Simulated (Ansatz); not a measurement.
One change: `N=CC(F)F` becomes `F[CH](F)[AlH2]`.

Ansatz, PBE0-D4/def2-TZVP geometries, multiplicity 1. Each molecule was computed in one conformer, which needn't be the lowest.

| property | `N=CC(F)F` |
| --- | --- |
| size of the dipole moment (PBE/def2-TZVPP) / D | 1.72 |
| LUMO energy (PBE0/def2-TZVPP) / eV | -1.12 |
| size of the dipole moment (B3LYP/def2-TZVPP) / D | 1.82 |
| ideal-gas entropy at 298 K and 1 bar (rigid rotor, harmonic PBE0-D4/def2-TZVP) / J/(mol·K) | 302 |
| HOMO–LUMO gap (PBE0/def2-TZVPP) / eV | 7.32 |
| LUMO energy (PBE/def2-TZVPP) / eV | -2.27 |

Q: What does the change do to each property? (An estimate is asked.)

A: The calculation gave: 
| property | `F[CH](F)[AlH2]` | shift |
| --- | --- | --- |
| size of the dipole moment (PBE/def2-TZVPP) / D | 1.22 | -0.50 |
| LUMO energy (PBE0/def2-TZVPP) / eV | -0.81 | 0.31 |
| size of the dipole moment (B3LYP/def2-TZVPP) / D | 1.34 | -0.48 |
| ideal-gas entropy at 298 K and 1 bar (rigid rotor, harmonic PBE0-D4/def2-TZVP) / J/(mol·K) | 304 | 2 |
| HOMO–LUMO gap (PBE0/def2-TZVPP) / eV | 7.40 | 0.08 |
| LUMO energy (PBE/def2-TZVPP) / eV | -1.64 | 0.63 |

With PBE0 the HOMO rises by 0.22 eV and the LUMO rises by 0.31 eV, so the gap widens by about 0.09 eV. PBE moves the HOMO by 0.11 eV and ωB97M-V by 0.31 eV. The zero-point energy changes by -52.6 kJ/mol with -3 modes. Dipoles are sizes alone; their direction can turn.

B3LYP here is the variant with VWN-RPA as its local correlation; programs differ in this.
